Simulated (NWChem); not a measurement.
System: InHOBrF; SMILES [Br][In]([F])[OH]

The following NWChem deck was run.

```
start job
memory heap 200 mb stack 900 mb global 1100 mb
geometry units angstroms noautoz
  In     0.009340     0.676329     0.000000
  F      1.735359     1.638838     0.000000
  Br     0.033487    -1.794164     0.000000
  O     -1.668614     1.779931     0.000000
  H     -1.401833     2.722538     0.000000
end
basis spherical
  * library def2-svp
end
ecp
  In library def2-ecp
end
dft
  xc xwpbe 1.00 cpbe96 1.0 hfexch 1.00
  cam 0.4 cam_alpha 0.0 cam_beta 1.0
  iterations 150
  mulliken
end
task dft energy
```

Output (shortened):

```
             Northwest Computational Chemistry Package (NWChem) 7.3.0
             --------------------------------------------------------

 CS  symmetry detected

                             Geometry "geometry" -> ""
                             -------------------------

 Output coordinates in angstroms (scale by  1.889725989 to convert to a.u.)

  No.       Tag          Charge          X              Y              Z
 ---- ---------------- ---------- -------------- -------------- --------------
    1 In                  49.0000    -0.01249548     0.65622877     0.00000000
    2 F                    9.0000     1.71739174     1.61176808     0.00000000
    3 Br                  35.0000     0.00168664    -1.81434153     0.00000000
    4 O                    8.0000    -1.68598448     1.76658978     0.00000000
    5 H                    1.0000    -1.41540367     2.70811306     0.00000000

 Effective nuclear repulsion energy (a.u.)     700.9188596633

      Symmetry information
      --------------------

 Group name             Cs
 Group number              2
 Group order               2
 No. of unique centers     5

 Summary of "ao basis" -> "ao basis" (spherical)
 ------------------------------------------------------------------------------
       Tag                 Description            Shells   Functions and Types
 ---------------- ------------------------------  ------  ---------------------
 In                         def2-svp                10       26   4s4p2d
 F                          def2-svp                 6       14   3s2p1d
 Br                         def2-svp                12       32   5s4p3d
 O                          def2-svp                 6       14   3s2p1d
 H                          def2-svp                 3        5   2s1p

      Symmetry analysis of basis
      --------------------------

        a'         64
        a"         27

            General Information
            -------------------
          SCF calculation type: DFT
          Wavefunction type:  closed shell.
          No. of atoms     :     5
          No. of electrons :    74
           Alpha electrons :    37
            Beta electrons :    37
          Charge           :     0
          Spin multiplicity:     1
          Use of symmetry is: on ; symmetry adaption is: on
          Maximum number of iterations: 150
          AO basis - number of functions:    91
                     number of shells:    37
          Convergence on energy requested:  1.00D-06
          Convergence on density requested:  1.00D-05
          Convergence on gradient requested:  5.00D-04

              XC Information
              --------------
                     Hartree-Fock (Exact) Exchange  1.000
                     LC-wPBE(h)Exchange Functional  1.000
            Perdew 1991 LDA Correlation Functional  1.000 local
           PerdewBurkeErnz. Correlation Functional  1.000 non-local

           Range-Separation Parameters
           ---------------------------
           Alpha           :  0.00
           Beta            :  1.00
           Gamma           :  0.40
           Short-Range HF  :     F

             Grid Information
             ----------------
          Grid used for XC integration:  medium
          Radial quadrature: Mura-Knowles
          Angular quadrature: Lebedev.
          Tag              B.-S. Rad. Rad. Pts. Rad. Cut. Ang. Pts.
          ---              ---------- --------- --------- ---------
          In                  1.55      123           9.0       590
          F                   0.50       49          10.0       434
          Br                  1.15      112          12.0       590
          O                   0.60       49          10.0       434
          H                   0.35       45          12.0       434
          Grid pruning is: on
          Number of quadrature shells:   378
          Spatial weights used:  Erf1

      Superposition of Atomic Density Guess
      -------------------------------------

 Sum of atomic energies:       -2964.61905466

      Non-variational initial energy
      ------------------------------

 Total energy =   -2935.902309
 1-e energy   =   -4874.842511
 2-e energy   =    1580.386499
 HOMO         =      -0.406208
 LUMO         =      -0.121393

      Symmetry analysis of molecular orbitals - initial
      -------------------------------------------------

  Numbering of irreducible representations:

     1 a'          2 a"

  Orbital symmetries:

     1 a'          2 a'          3 a'          4 a'          5 a"
     6 a'          7 a'          8 a'          9 a'         10 a'
    11 a"         12 a'         13 a'         14 a'         15 a"
    16 a'         17 a'         18 a"         19 a'         20 a"
    21 a'         22 a'         23 a'         24 a'         25 a'
    26 a"         27 a"         28 a'         29 a'         30 a'
    31 a'         32 a"         33 a'         34 a"         35 a'
    36 a"         37 a'         38 a'         39 a"         40 a'
    41 a'         42 a'         43 a'         44 a"         45 a'
    46 a'         47 a"

     ---------------------------------------------
      Total Density - Mulliken Population Analysis
     ---------------------------------------------

    Atom       Charge   Shell Charges
 -----------   ------   -------------------------------------------------------
    1 In  21    19.25   2.59 -0.60  0.52  0.18  3.24  2.75  0.37  0.10  9.72  0.37
    2 F    9     9.76   1.99  1.16  0.81  3.56  2.24  0.00
    3 Br  35    35.39   2.00  2.00  2.00  1.37  0.58  6.00  5.99  2.34  3.11  8.23  1.73  0.05
    4 O    8     8.94   1.99  1.11  0.70  3.06  2.07  0.00
    5 H    1     0.65   0.52  0.07  0.06

[...]
```

Level: LC-wPBE (HJS exchange hole, range parameter 0.4 per bohr)/def2-SVP with def2 effective core potentials on In. All runs use the structure optimised with PBE-D3(BJ)/def2-SVP. def2 effective core potentials on In; no spin-orbit coupling.
